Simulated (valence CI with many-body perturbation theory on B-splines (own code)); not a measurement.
The numbers below are computed, except where a source is named.
## Ladder of approximations for Os⁶²⁺

Level of theory: valence CI with perturbative core correlation (CI+MBPT): four valence electrons over a frozen Dirac-Fock core [Ne], radial functions for each j: 11 s, 11 p, 9 d, 7 f, 5 g, 2 h, 1 i, with the one-electron correlation potential Σ1 (screened to all orders), the two-electron term Σ2, the three-electron term Σ3, Breit, model QED; selected single and double excitations, second order for the rest (own B-spline code, finite nucleus).

No measured spectrum was set against this ion. As an estimate, large intervals hold to a few tenths of a per cent, small ones and those within an open d or f shell to about a per cent.

Each rung adds one term. CI alone is the Dirac-Coulomb CI over the frozen core; QED comes last and gives the full result, which names the levels. Energies are above (3s^2 3p1/2^2) J=0 on the same rung, in eV.

Levels are named by their leading jj configuration (3d3/2^4 stands for four electrons in 3d with j = 3/2), which in mixed levels can hold well under half, so a name can repeat and another be missing. Letters in brackets count levels of one name in rising energy.

```tsv
Level	CI alone	Σ1	Σ2	Σ3	Breit	QED	Full
(3s^2 3p1/2 3p3/2) J=1	400.6	+0.20	+0.16	+0.02	-4.97	+0.44	396.4
(3s^2 3p1/2 3p3/2) J=2	410.8	+0.20	+0.12	0.00	-5.52	+0.44	406.0
(3s 3p1/2^2 3p3/2) J=2	578.2	-0.08	+0.09	+0.07	-1.08	-4.48	572.7
(3s 3p1/2^2 3p3/2) J=1	606.6	-0.07	-0.16	+0.04	-1.55	-3.84	601.0
(3s^2 3p1/2 3d3/2) J=2	631.4	-0.05	-0.10	-0.05	-6.44	-0.58	624.2
(3s^2 3p1/2 3d3/2) J=1	677.3	-0.06	-0.78	-0.16	-4.98	-1.32	670.0
(3s^2 3p1/2 3d5/2) J=2	745.5	+0.12	-0.41	-0.11	-8.19	-0.42	736.5
(3s^2 3p1/2 3d5/2) J=3	747.5	+0.12	-0.28	-0.11	-9.16	-0.32	737.8
(3s 3p1/2^2 3d3/2) J=1	812.3	-0.34	-0.24	-0.03	-1.33	-5.57	804.8
(3s^2 3p3/2^2) J=2	817.7	+0.22	+0.14	-0.01	-9.21	+0.43	809.2
(3s 3p1/2^2 3d3/2) J=2	821.2	-0.15	-0.13	-0.03	-2.61	-5.17	813.1
(3s^2 3p3/2^2) J=0	839.0	+0.41	+0.22	-0.02	-9.48	+0.82	830.9
(3s 3p1/2^2 3d5/2) J=3	922.5	-0.16	-0.44	-0.07	-4.41	-5.33	912.0
(3s 3p1/2^2 3d5/2) J=2	936.6	-0.17	-0.48	-0.12	-4.04	-5.36	926.5
(3s 3p1/2 3p3/2^2) J=2 [a]	969.0	+0.12	+0.32	+0.07	-5.79	-3.99	959.8
(3s 3p1/2 3p3/2^2) J=3	989.5	+0.13	+0.21	+0.06	-6.88	-3.93	979.1
(3s 3p1/2 3p3/2^2) J=0	999.8	+0.13	+0.26	+0.05	-5.78	-3.59	990.8
(3s 3p1/2 3p3/2^2) J=2 [b]	1016.3	+0.13	-0.03	+0.04	-7.46	-3.01	1006.0
(3s 3p1/2 3p3/2^2) J=1 [a]	1016.2	+0.13	0.00	+0.04	-6.51	-3.47	1006.4
(3s 3p1/2 3p3/2^2) J=1 [b]	1028.1	+0.13	-0.32	+0.02	-5.67	-4.10	1018.2
(3s^2 3p3/2 3d3/2) J=3	1071.1	+0.15	-0.31	-0.12	-11.48	-0.29	1059.1
(3s^2 3p3/2 3d3/2) J=2	1075.7	+0.14	-0.64	-0.11	-9.65	-1.41	1064.1
(3s^2 3p3/2 3d3/2) J=1	1075.9	+0.15	-0.51	-0.11	-10.00	-0.87	1064.5
(3s^2 3p3/2 3d3/2) J=0	1076.5	+0.15	-0.44	-0.11	-9.66	-0.73	1065.7
(3s^2 3p3/2 3d5/2) J=4	1139.6	+0.32	+0.08	-0.05	-13.90	+0.09	1126.2
(3s^2 3p3/2 3d5/2) J=2	1149.7	+0.32	-0.12	-0.07	-13.31	-0.01	1136.5
(3s^2 3p3/2 3d5/2) J=3	1173.5	+0.31	-0.46	-0.17	-13.51	-0.02	1159.7
(3s^2 3p3/2 3d5/2) J=1	1183.3	+0.32	-0.31	-0.21	-12.70	-0.01	1170.4
(3s 3p1/2 3p3/2 3d3/2) J=2 [a]	1182.5	-0.14	+0.11	+0.07	-5.16	-6.09	1171.3
(3s 3p1/2 3p3/2 3d3/2) J=0 [a]	1189.2	-0.14	+0.21	+0.03	-5.56	-5.31	1178.4
(3s 3p1/2 3p3/2 3d3/2) J=1 [a]	1192.6	-0.14	+0.14	+0.01	-6.32	-5.13	1181.2
```

The middle columns are the shifts that each term adds.

Task: How does the ionisation energy move along the ladder, and which term matters most?

Result: CI alone 7051.5, + Σ1 7052.7, + Σ2 7052.8, + Σ3 7052.6, + Breit 7041.4, + QED 7041.1 eV. The largest step is Breit, -11.2 eV. NIST lists 7039 ± 15 eV (theoretical).
